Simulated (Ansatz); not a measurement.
Total energies of F2HIn (`[F][InH][F]`).

```xyz
4

F     0.090   -1.675    0.769
In    0.125    0.092   -0.017
F    -1.689    0.505   -0.548
H     1.474    1.079   -0.204
```

Total charge 0; spin multiplicity 1. Correlated methods include outer-core shells of In, which these sets cover unevenly. In: def2 effective core potential. All single points use the PBE0-D4/def2-TZVP geometry. Basis def2-TZVPP, Ansatz.

RPA on PBE orbitals: Hartree–Fock energy of these orbitals -388.75046 Eh, correlation -1.15741 Eh (frozen core).

```
             functional  energy without D4 (Eh)  D4 term (kJ/mol)
            LDA (SPW92)              -388.96668                 –
                   BLYP              -390.50946             -10.0
                 r2SCAN              -390.55264              -1.0
                 B97M-V              -390.49327                 –
                   PBE0              -390.36854              -3.9
                  B3LYP              -390.63132              -7.6
                r2SCANh              -390.52579              -1.1
HSE06 (plane-wave form)              -390.35911              -3.6
                LC-ωPBE              -390.48930                 –
               PBE-QIDH              -390.14137                 –
```

**Question.** Give the same for PBE, revPBE, r2SCAN0, BHLYP, CAM-B3LYP, ωB97X-V, ωB97M-V, B2PLYP. (Estimate.)

**Answer.** The calculation gave: 
```tsv
functional	energy without D4 (Eh)	D4 term (kJ/mol)
PBE	-390.37559	-4.6
revPBE	-390.54518	-12.3
r2SCAN0	-390.48698	-1.2
BHLYP	-390.40773	-6.4
CAM-B3LYP	-390.49958	-4.0
ωB97X-V	-390.47381	–
ωB97M-V	-390.46055	–
B2PLYP	-390.24533	–
```

B3LYP takes the VWN-RPA correlation (the form of Gaussian; ORCA's B3LYP/G). HSE06 is the plane-wave form, built on full-range PBE exchange. The double hybrids freeze the cores in their second-order part.

LC-ωPBE has ω = 0.4 bohr⁻¹.
